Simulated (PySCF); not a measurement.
A small calculation by hand: oscillator strength and radiative lifetime

In(F)2(Me) (CH₃F₂In), SMILES [CH3][In]([F])[F].

The structure is a stationary point at B3LYP-D3(BJ)/def2-SVP. The def2 effective core potentials stand for the cores of In; spin–orbit coupling is left out.

PySCF with TDDFT-M06-2X/def2-SVPD puts the first singlet state with f over 0.02 at 6.65 eV (vertical), with the transition dipole (-0.198, 0.230, 0.375) in atomic units.

**Question.** Find the oscillator strength, the wavelength and the radiative lifetime that this transition would have in vacuum if emission retraced absorption.

**Answer.** 
|μ|² = 0.2327 au, so |μ| = 1.23 D. ΔE = 6.65/27.211 = 0.2444 hartree. f = (2/3) ΔE |μ|² = 0.038 (the program prints 0.038).
λ = 1239.84/6.65 = 186 nm; ν = 53636 cm⁻¹.
Einstein's coefficient A = 0.6670 ν² f s⁻¹ (ν in cm⁻¹) = 7.3e7 s⁻¹, so τ = 1/A = 14 ns. This state is S1. The figure is the radiative limit of this one transition; relaxation, internal conversion, crossing to triplets and a medium change what is measured.
